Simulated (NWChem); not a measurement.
System: SiHI$_{2}$Cl; SMILES I[SiH](I)Cl

Input file for NWChem:

```
start job
memory heap 200 mb stack 900 mb global 1100 mb
geometry units angstroms noautosym nocenter noautoz
  Si     0.705848     0.598970     0.000000
  Cl     2.591617    -0.255594     0.000000
  I     -0.513936    -0.068538     2.022345
  I     -0.513936    -0.068538    -2.022345
  H      0.853626     2.085837     0.000000
end
basis spherical
  * library def2-svpd
end
ecp
  I library def2-ecp
end
dft
  xc b3lyp
  iterations 150
end
property
  response 1 0.0773
end
task dft property
```

Geometry: optimised at PBE-D3(BJ)/def2-SVP. def2 effective core potentials on I; no spin-orbit coupling.

Field at 589 nm.

Problem. Predict the main results of this run. (B3LYP/def2-SVPD with def2 effective core potentials on I.) Quantities: isotropic polarisability (bohr³); anisotropy (bohr³).

Solution. 
| Quantity | Result |
|---|---|
| isotropic polarisability (bohr³) | 118.8 |
| anisotropy (bohr³) | 47.3 |
